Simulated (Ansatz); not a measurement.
[InF6]3- (InF6³⁻): single points at one geometry.

```yaml
crystal:
  periodic: [false, false, false]
  atoms:
    - {symbol: In, position_ang: [0.000023, -0.000186, 0.000016]}
    - {symbol: F, position_ang: [-0.020300, -0.010641, 2.201843]}
    - {symbol: F, position_ang: [0.020263, 0.010970, -2.201792]}
    - {symbol: F, position_ang: [2.201667, 0.006037, 0.020349]}
    - {symbol: F, position_ang: [-2.201610, -0.005842, -0.020394]}
    - {symbol: F, position_ang: [-0.006352, 2.201735, 0.010677]}
    - {symbol: F, position_ang: [0.006309, -2.202073, -0.010699]}
basis:
  gaussian: {orbitals: def2-TZVPD, initial_orbitals: start.molden}
total_charge: -3
hamiltonian: {xc: pbe0, dispersion: d4}
scf: {omitted_lower_state_checks: [starts]}
output: {orbitals: {seedname: orbitals}}
```

The file start.molden holds the orbitals of an earlier run on this structure, at another level or in another basis.

```sh
$ ansatz run in.yaml --threads 4 --pin off --events-out ev --progress --plain --max-ram 4787MiB
```

It prints (some lines left out):

```
Functional definition: PBE0
  name "PBE0"
  cite "Adamo & Barone, J. Chem. Phys. 110, 6158 (1999) doi:10.1063/1.478522"
  cite "Perdew, Burke & Ernzerhof, Phys. Rev. Lett. 77, 3865 (1996) doi:10.1103/PhysRevLett.77.3865"
  parent pbe
  parameter a = 0.25
  parameter kappa = 0.804
  parameter beta = 0.06672455060314922
  exchange = (1 - a)*pbe_x(kappa = kappa, mu = beta*pi^2/3) + a*exact_x
  correlation = pbe_c(beta = beta)
these checks for a lower state are left out or cut short: starts
1695 factors; their error is unknown
mean field evaluation 1: about -21459.1603 eV, gradient 2.8e2 eV
mean field evaluation 2: about -21465.8442 eV, gradient 6.2e0 eV
mean field evaluation 4: about -21466.0353 eV, gradient 2.0e-1 eV
mean field evaluation 8: about -21466.0355 eV, gradient 1.5e-5 eV
mean field -21466.03546074 eV, -788.8622529808 hartree, gradient 1.5e-5 eV, S^2 0.000000; 0 other end points of the search recorded, 0 dependent functions left out
reference -21466.03549596 eV, -788.8622542751 hartree; 39, 39 occupied and 257, 257 virtual orbitals, 1695 factors
Total energy: -21466.18262791 eV, -788.8676612745 hartree
Checks for a lower state left out: starts
```

It took 11 s on 4 threads of Intel Xeon on a shared host, peak host memory 1.1 GiB.

First input, but with `hamiltonian: {xc: pbe, dispersion: d4}` (abridged; 5.5 s):

```
Functional definition: PBE
mean field -21466.94001763 eV, -788.8954948334 hartree, gradient 5.1e-5 eV, S^2 0.000000
Total energy: -21467.11174277 eV, -788.9018056157 hartree
Checks for a lower state left out: starts
```

As the first input, with `hamiltonian: {xc: lda}` (abridged; 4.6 s):

```
Functional definition: SPW92
mean field -21369.90256507 eV, -785.3294342260 hartree, gradient 2.5e-5 eV, S^2 0.000000
Total energy: -21369.90261192 eV, -785.3294359480 hartree
Checks for a lower state left out: starts
```

The first input with `gaussian: {orbitals: def2-SVPD, initial_orbitals: start.molden}`, `correlation: {method: ccsd_t}` and without the key `hamiltonian` (abridged; 3 min):

```
Functional definition: HF
mean field -21368.99742127 eV, -785.2961708052 hartree, gradient 2.0e-6 eV, S^2 0.000000
10 core orbitals not correlated: weight in the atoms' cores, before any rotation towards them, 1.000 or more for the frozen orbitals, at most 0.000 for the correlated occupied ones
second order -37.54169700 eV of doubles, -0.00000000 eV of singles
cycle   1  -36.16424391 eV  change     1.4e0 eV  update   2.1e-1
cycle   2  -37.20197480 eV  change    -1.0e0 eV  update   6.6e-2
cycle   3  -37.44071737 eV  change   -2.4e-1 eV  update   3.3e-2
cycle   4  -37.43283425 eV  change    7.9e-3 eV  update   7.6e-3
cycle   5  -37.41705229 eV  change    1.6e-2 eV  update   3.1e-3
cycle   6  -37.41674645 eV  change    3.1e-4 eV  update   1.0e-3
cycle   7  -37.41750106 eV  change   -7.5e-4 eV  update   3.9e-4
cycle   8  -37.41744977 eV  change    5.1e-5 eV  update   1.4e-4
cycle   9  -37.41734842 eV  change    1.0e-4 eV  update   3.6e-5
cycle  10  -37.41736917 eV  change   -2.1e-5 eV  update   1.4e-5
perturbative correction -0.94309468 eV, -0.0346580904 hartree
Total energy: -21407.35788512 eV, -786.7058918500 hartree
Checks for a lower state left out: starts
```

First input, but with `hamiltonian: {xc: r2scan, dispersion: d4}`, `output: {forces: true, orbitals: {seedname: orbitals}}` (abridged; 12 s):

```
Functional definition: r2SCAN
mean field -21477.31520343 eV, -789.2767758790 hartree, gradient 1.6e-5 eV, S^2 0.000000
Total energy: -21477.35907744 eV, -789.2783882191 hartree
Atom 0 force    -0.000254     0.002272    -0.000163 eV/Å
Atom 1 force     0.004798     0.001925    -0.518235 eV/Å
Atom 2 force    -0.004617    -0.003285     0.518115 eV/Å
Atom 3 force    -0.517710    -0.001706    -0.004779 eV/Å
Atom 4 force     0.517601     0.000475     0.004928 eV/Å
Atom 5 force     0.001886    -0.518039    -0.002383 eV/Å
Atom 6 force    -0.001704     0.518357     0.002517 eV/Å
Dipole moment:     0.000060    -0.000564     0.000036 e Å
Checks for a lower state left out: starts
```

Geometry: PBE-D4/def2-SVPD.

In the def2 sets In takes a core potential; there is no spin–orbit coupling. Correlated methods freeze 10 core orbitals; core or outer-core shells of In are correlated, in sets that lack core-valence functions. A multiply charged anion in the gas phase is held together partly by the finite basis. At PBE0-D4/def2-TZVPD, PBE-D4/def2-TZVPD, LDA (SPW92)/def2-TZVPD, r2SCAN-D4/def2-TZVPD the highest occupied level of the charge -3 singlet lies above zero (up to 6.04 eV). The electron is either unbound and held by the finite basis, or the level is raised by self-interaction error.
